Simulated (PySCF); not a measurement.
SMILES [NH2][Sn][SH] (H₃NSSn), CAM-B3LYP/def2-SVP optimised geometry.

```
6

Sn    -0.79    -0.65     0.00
N     -0.89     1.37     0.00
H     -1.76     1.88     0.00
H     -0.09     2.00     0.00
S      1.67    -0.65     0.00
H      1.76    -2.00     0.00
```

Density from CAM-B3LYP/def2-TZVP, def2 effective core potentials past Kr (PySCF) at that geometry. The core electrons that the potentials of Sn replace are not part of the density.

Minimum of the electron density along straight lines between bonded atoms, close to the bond critical point (lines longer than 1.1 times the sum of covalent radii, or with two minima, are not listed):

| bond | length / Å | ρ at the minimum / e bohr⁻³ | ∇²ρ there / e bohr⁻⁵ | position (fraction from the first atom) |
|---|---|---|---|---|
| Sn1–N2 | 2.021 | ___ | ___ | 0.51 |
| N2–H3 | 1.015 | 0.331 | -1.58 | 0.73 |
| N2–H4 | 1.016 | 0.330 | -1.60 | 0.74 |
| Sn1–S5 | 2.464 | 0.077 | ___ | 0.47 |
| S5–H6 | 1.349 | 0.210 | -0.59 | 0.64 |

Task: Some entries are withheld; supply them.

Result: 
- Sn1–N2, ρ at the minimum / e bohr⁻³: 0.115
- Sn1–N2, ∇²ρ there / e bohr⁻⁵: 0.39
- Sn1–S5, ∇²ρ there / e bohr⁻⁵: 0.10
